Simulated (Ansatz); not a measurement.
One change: `BC=NB` becomes `BN=CSC`.

Ansatz, PBE0-D4/def2-TZVP geometries, multiplicity 1. Each molecule was computed in one conformer, which needn't be the lowest.

```
                                      property  `BC=NB`
             HOMO energy (PBE/def2-TZVPP) / eV    -6.52
         HOMO energy (ωB97M-V/def2-TZVPP) / eV   -10.07
       HOMO–LUMO gap (ωB97M-V/def2-TZVPP) / eV     9.14
size of the dipole moment (PBE/def2-TZVPP) / D     1.20
         HOMO–LUMO gap (B3LYP/def2-TZVPP) / eV     4.38
         LUMO energy (ωB97M-V/def2-TZVPP) / eV    -0.93
```

Problem. Give the same properties after the change, and the shifts. (Best estimate.)

Solution. Computed: 
```json
{"property": "HOMO energy (PBE/def2-TZVPP) / eV", "`BN=CSC`": "-5.85", "shift": "0.67"}
{"property": "HOMO energy (ωB97M-V/def2-TZVPP) / eV", "`BN=CSC`": "-9.06", "shift": "1.01"}
{"property": "HOMO–LUMO gap (ωB97M-V/def2-TZVPP) / eV", "`BN=CSC`": "10.58", "shift": "1.44"}
{"property": "size of the dipole moment (PBE/def2-TZVPP) / D", "`BN=CSC`": "1.72", "shift": "0.52"}
{"property": "HOMO–LUMO gap (B3LYP/def2-TZVPP) / eV", "`BN=CSC`": "5.94", "shift": "1.56"}
{"property": "LUMO energy (ωB97M-V/def2-TZVPP) / eV", "`BN=CSC`": "1.52", "shift": "2.45"}
```

With PBE0 the HOMO rises by 0.80 eV and the LUMO rises by 2.37 eV, so the gap widens by about 1.57 eV. PBE moves the HOMO by 0.67 eV and ωB97M-V by 1.01 eV. Dipoles are sizes alone; their direction can turn.

B3LYP here is the variant with VWN-RPA as its local correlation; programs differ in this.
